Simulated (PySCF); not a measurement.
Cost of one run: geometry optimisation, `C[As](C)C`.

Method: PBE0-D3(BJ)/def2-SVP geometry optimisation, gas phase (PySCF 2.14.0). Work: geometry optimisation from a GFN2-xTB start shaken at random, density fitting. The input is one job of a driver script: a line of settings, then coordinates in Å.

Input:
```
{"job": {"xc": "PBE0", "basis": "def2-SVP", "d3": "d3bj", "grid": 1, "maxiter": 30, "shake": 0.01, "kind": "geom"}, "charge": 0, "multiplicity": 1}
C     -0.401800     1.593040     0.395340
As    -0.215960    -0.216940     1.097660
C      1.573610    -0.529960     0.351810
C     -1.171210    -1.121150    -0.346700
H     -0.166210     1.649200    -0.676470
H      0.217570     2.314560     0.931020
H     -1.442090     1.951100     0.511160
H      1.648390    -0.248590    -0.697930
H      1.862760    -1.572540     0.478800
H      2.328780     0.060150     0.912430
H     -0.871030    -0.788950    -1.311520
H     -1.058610    -2.200470    -0.269880
H     -2.298370    -0.906340    -0.264650
```

Hardware: one thread, Arm Neoverse V2 (aarch64), no GPU (shared host). PySCF's memory limit was set to 2320 MB.

**Question.** How large is the basis?

**Answer.** 119 functions.

**Question.** How long does the run take?

**Answer.** About 40 s. The run took 9 energy-and-gradient evaluations and 53 SCF cycles, 4.4 s an evaluation on average.

**Question.** Estimate the peak memory.

**Answer.** About 0.49 GiB. Peak memory is the resident size of the whole Python process, interpreter and libraries included.

**Question.** At this speed, how long would 1000 such jobs take on 16 cores, one job a core?

**Answer.** 1000/16 gives 63 rounds of 40 s, about 42 min of wall time and 11 core-hours, if the jobs don't slow each other.

The output:
```
step   0  E = -2354.83362656  max force = 0.044427
step   1  E = -2354.83608633  max force = 0.006959
step   2  E = -2354.83705001  max force = 0.003454
step   3  E = -2354.83729321  max force = 0.000954
step   4  E = -2354.83731138  max force = 0.000375
step   5  E = -2354.83732979  max force = 0.000381
step   6  E = -2354.83734318  max force = 0.000684
step   7  E = -2354.83735366  max force = 0.000529
step   8  E = -2354.83735588  max force = 0.000164
optimisation converged
```

Energies in Eh; «max force» is the largest Cartesian gradient component in Eh/bohr.

The host was shared with other jobs, so the times are rough.

The run converged: final energy -2354.83736 Eh after 8 steps; dipole 1.03 D.
